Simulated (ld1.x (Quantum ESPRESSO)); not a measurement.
**Reading a pseudo-wave (palladium (Pd))**

Columns: radius, all-electron u(r) and pseudo u(r) of the 4d shell (level -6.71 eV) of palladium in the configuration [Kr] 4d9.75 5s0 5p0; LDA (PZ), scalar-relativistic, TM scheme, ld1.x (Quantum ESPRESSO) 7.5.

| r (bohr) | all-electron | pseudo |
| --- | --- | --- |
| 0.180 | 0.3885 | -0.0217 |
| 0.360 | 0.2300 | -0.1489 |
| 0.540 | -0.2480 | -0.3881 |
| 0.720 | -0.6119 | -0.6420 |
| 0.900 | -0.7948 | -0.8068 |
| 1.080 | -0.8465 | -0.8563 |
| 1.260 | -0.8247 | -0.8288 |
| 1.440 | -0.7681 | -0.7686 |
| 1.620 | -0.6984 | -0.6984 |
| 1.800 | -0.6267 | -0.6267 |
| 1.980 | -0.5582 | -0.5582 |
| 2.160 | -0.4952 | -0.4952 |
| 2.340 | -0.4382 | -0.4382 |
| 2.520 | -0.3873 | -0.3873 |
| 2.700 | -0.3421 | -0.3421 |
| 2.880 | -0.3020 | -0.3020 |
| 3.060 | -0.2666 | -0.2666 |
| 3.240 | -0.2353 | -0.2353 |
| 3.420 | -0.2076 | -0.2076 |
| 3.600 | -0.1832 | -0.1832 |
| 3.780 | -0.1616 | -0.1616 |
| 3.960 | -0.1426 | -0.1426 |
| 4.140 | -0.1258 | -0.1258 |
| 4.320 | -0.1109 | -0.1109 |
| 4.500 | -0.0979 | -0.0979 |
| 4.680 | -0.0863 | -0.0863 |

How many radial nodes do the two functions have?

The all-electron 4d function has n − l − 1 = 1; the pseudo-wave has 0, since the states of the same l below it are removed with the core.

At about which radius was the pseudo-wave matched?

1.70 bohr. The columns agree to 0.0005 from 1.44 bohr on; several derivatives are matched, so the curves merge somewhat inside the radius.

Is the pseudo-wave norm-conserving?

Yes: the TM scheme keeps the norm inside the radius equal to the all-electron one, which fixes the energy derivative of the logarithmic derivative at the level.
